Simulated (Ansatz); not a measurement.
Consider the formal exchange of groups at a B–F bond: `NB(N)F` + `N=C(F)O[SiH3]` → `NB(N)O[SiH3]` + `N=C(F)F`.

Calculated with Ansatz (gas phase, PBE0-D4/def2-TZVP geometries, no zero-point term in ΔE). CCSD(T)/CBS is the MP2 limit (def2-TZVPP, def2-QZVPP) plus CCSD(T) − MP2 in def2-TZVPP, frozen cores. Functionals use def2-TZVPP. One conformer a species, not always the lowest.

Is it downhill or uphill in electronic energy at CCSD(T)/CBS, and by how much? (Best estimate.)

Computed: Uphill: ΔE = +39.1 kJ/mol.

What do these levels give: BLYP-D4, PBE, BHLYP, SCS-MP2/def2-TZVPP, MP2/def2-QZVPP, MP2/CBS(def2)? (Estimate.)

Ansatz gave: BLYP-D4 36.4, PBE 37.6, BHLYP 39.7, SCS-MP2/def2-TZVPP 38.1, MP2/def2-QZVPP 40.1, MP2/CBS(def2) 40.7 kJ/mol.

What do rigid-rotor, harmonic-oscillator terms from PBE0-D4/def2-TZVP frequencies (298.15 K, 1 bar) make of the CCSD(T)/CBS value? (Best estimate.)

Computed: ΔZPE = -0.4 kJ/mol, ΔH = +39.0 kJ/mol, ΔS = 13 J/(mol·K), ΔG = +35.3 kJ/mol. Modes under 50 cm⁻¹ make the entropy rough.

Largest T1 diagnostic among the species: 0.013.

At CCSD(T), def2-SVP lies −3.0 kJ/mol from the extrapolated value and def2-TZVPP −1.4 kJ/mol. Leaving LDA and LC-ωPBE aside and taking each functional with its dispersion term where it has one, the values, not all of them listed here, spread over 4.8 kJ/mol, from B97M-V to PBE-QIDH.
